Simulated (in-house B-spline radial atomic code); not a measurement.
Mo⁺. Computed with a B-spline radial atomic code. Model: all-electron spherical atom, spin shells full or empty, radial basis limit, no spin-orbit coupling, Breit or QED, empty-state partial waves extrapolated as (l+1/2)^-4, RPA, G0W0 and static COHSEX of the highest shell as one setting changes (uncorrelated shells keep exact exchange).

Empty levels are discrete states of a finite basis, so the steps are uneven.

Given: element Mo; charge 1; filled core Kr; hamiltonian one-electron scalar X2C; mean-field start r2SCAN; highest l of empty states 9; nuclear rms radius 4.4091 fm; lowest nl shells left uncorrelated 7; highest mean-field shell 4d up; box radius 23.78 bohr.

Shell: 4d 5 0 (electrons up and down).

| highest empty level kept (hartree) | RPA correlation energy (hartree) | G0W0 level (eV) | G0W0 minus most complete (meV) | COHSEX level (eV) | linearised minus solved G0W0 (meV) |
| --- | --- | --- | --- | --- | --- |
| 1.33 | -0.24001 | -15.126 | 850.8 | -16.022 | 293.5 |
| 2.67 | -0.34604 | -15.379 | 597.2 | -16.904 | 249.6 |
| 4.67 | -0.41141 | -15.563 | 413.7 | -17.491 | 237.1 |
| 8 | ? | ? | ? | ? | ? |
| 13.33 | -0.50255 | -15.839 | 137.2 | -18.43 | 227.5 |
| 24 | -0.53091 | -15.925 | 51.2 | -18.746 | 224.5 |
| 40 | -0.54255 | -15.96 | 16.5 | -18.863 | 223.3 |
| 80 | ? | ? | ? | ? | ? |
| 160 | -0.54879 | -15.976 | 0.8 | -18.921 | 222.7 |
| 333.33 | -0.54904 | -15.976 | 0.2 | -18.924 | 222.6 |
| 800 | -0.54912 | -15.976 | 0 | -18.925 | 222.6 |
| 2666.7 | -0.54914 | -15.976 | 0 | -18.925 | 222.6 |

(1) What follows for highest empty level kept = 8?

(2) What follows for highest empty level kept = 80?

Results:

(1) RPA correlation energy -0.46949 hartree; G0W0 level -15.739 eV; G0W0 minus most complete 237.7 meV; COHSEX level -18.06 eV; linearised minus solved G0W0 230.7 meV.

(2) RPA correlation energy -0.54807 hartree; G0W0 level -15.974 eV; G0W0 minus most complete 2.7 meV; COHSEX level -18.91 eV; linearised minus solved G0W0 222.7 meV.
